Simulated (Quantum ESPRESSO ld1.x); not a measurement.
Values are calculated unless marked as measured or tabulated.
The tellurium ion Te36+, 16 electrons, occupied as [Ne] 3s2 3p4 (the NIST ground configuration). Level of theory: non-relativistic Kohn-Sham, LDA (Slater exchange, VWN5 correlation), spin-polarised, spherical densities, point nucleus; open shells are filled with parallel spins first; relativity is left out, which matters for an element this heavy (ld1.x of Quantum ESPRESSO 7.5).

Normalised radial functions P(r) = r R(r), r in bohr:

| r | 3s up | 3p down |
|---|---|---|
| 0.001227 | 0.1395 | 0.0027 |
| 0.001745 | 0.1930 | 0.0053 |
| 0.002501 | 0.2656 | 0.0107 |
| 0.003584 | 0.3589 | 0.0214 |
| 0.005096 | 0.4693 | 0.0416 |
| 0.007305 | 0.5926 | 0.0807 |
| 0.01047 | 0.7018 | 0.1526 |
| 0.01489 | 0.7465 | 0.2746 |
| 0.02134 | 0.6499 | 0.4752 |
| 0.03059 | 0.3187 | 0.7601 |
| 0.04349 | -0.2612 | 1.0717 |
| 0.06233 | -0.9482 | 1.2543 |
| 0.08935 | -1.2495 | 0.9901 |
| 0.127 | -0.6136 | 0.0578 |
| 0.1821 | 0.9091 | -1.3068 |
| 0.261 | 2.0575 | -2.0816 |
| 0.3711 | 1.7039 | -1.5850 |
| 0.5319 | 0.6114 | -0.5645 |
| 0.7624 | 0.0779 | -0.0751 |
| 1.084 | 0.0027 | -0.0028 |
| 1.554 | 0.0000 | 0.0000 |

3s up: eigenvalue -2517.7 eV, 2 radial nodes at r = 0.0377, 0.149 bohr, <r> = 0.301 bohr, 90 % of the charge inside 0.436 bohr. 3p down: eigenvalue -2411.6 eV, 1 radial node at r = 0.129 bohr, <r> = 0.288 bohr, 90 % of the charge inside 0.425 bohr.
